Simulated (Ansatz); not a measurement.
Reaction (cleavage of the B–In bond): `[OH][InH][B](Cl)Cl` + HBr → `ClB(Cl)Br` + `[OH][InH2]`

Program: Ansatz. Geometries: PBE0-D4/def2-TZVP. ΔE: electronic, gas phase. CCSD(T)/CBS is the MP2 limit (def2-TZVPP, def2-QZVPP) plus CCSD(T) − MP2 in def2-TZVPP, frozen cores. Functionals use def2-TZVPP. HSE06 is defined as in plane-wave codes. def2 core potentials past Kr. For Br, In outer-core shells are correlated without core-valence functions, which leaves a few kJ/mol of doubt a bond. Scalar relativity is left out up to krypton. Each species was taken in one conformer, which may not be the lowest.

```csv
species,HSE06-D4 energy (Eh)
`[OH][InH][B](Cl)Cl`,-1211.52605
HBr,-2574.46326
`ClB(Cl)Br`,-3518.91701
`[OH][InH2]`,-267.09940
```

Q: Work out ΔE.

A: ΔE = (-3518.91701) + (-267.09940) − (-1211.52605) − (-2574.46326) = -0.02710 Eh = -0.74 eV. CCSD(T)/CBS gives -0.69 eV.

Largest T1 diagnostic among the species: 0.017.

At CCSD(T), def2-SVP lies −0.10 eV from the extrapolated value and def2-TZVPP −0.01 eV. From BLYP to BHLYP (50 % exact exchange), in def2-TZVPP and without D4, ΔE moves by −0.08 eV. In def2-TZVPP, CCSD(T) changes the Hartree–Fock value by +0.10 eV (the triples alone add +0.00 eV) and MP2 by +0.03 eV.
